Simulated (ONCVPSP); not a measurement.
## Transferability test, ONCV potential for Hf (Z = 72)

```
Element                 : hafnium (Hf)
Generator               : ONCVPSP 4.0.1
Type                    : optimised norm-conserving Vanderbilt (ONCV)
Functional              : PBEsol
Relativity              : scalar-relativistic
Frozen core             : [Xe] 4f14
Valence charge          : 4
Reference configuration : 5d2 6s1.5 (charge +0.5)
Partial waves           : 6s: rc 3.15 bohr, ncon 3, nbas 5, qcut 1.8 1/bohr, 3 projectors, debl 0.5 Ha; p scattering state at 0.11 Ha: rc 3.05 bohr, ncon 5, nbas 9, qcut 2.1 1/bohr, 2 projectors, debl 1 Ha; 5d: rc 2.90 bohr, ncon 5, nbas 10, qcut 5.3 1/bohr, 2 projectors, debl 1.3 Ha; f scattering state at 0.2 Ha: rc 2.90 bohr, ncon 4, nbas 8, qcut 4.5 1/bohr, local
Local potential         : the f channel
Core correction         : Teter function fitted to the true core (icmod 2), fcfact 0.2
```

In the p channel the program set the typed energies aside and used 0.050, 1.050 Ha.

Energies are relative to the spin-unpolarised reference configuration 5d2 6s1.5; without spin polarisation the order of configurations can differ from experiment.

| valence configuration | charge | ΔE all-electron (eV) | error AE − PS (meV) |
| --- | --- | --- | --- |
| 5d2 6s2 | 0 | -3.269 | +0.4 |
| 5d2 6s1 | +1 | 4.740 | -2.9 |
| 5d2 6s0 | +2 | 18.903 | -36 |
| 5d2 6s1 6p1 | 0 | 0.594 | -0.3 |

Levels in the configuration 5d2 6s2:

| level | all-electron (eV) | pseudo (eV) |
| --- | --- | --- |
| 5d | -2.714 | -2.709 |
| 6s | -5.131 | -5.129 |

Note: no bound ghost flagged; GHOST(+) flagged for p at 42.9 eV, s at 47.5 eV.
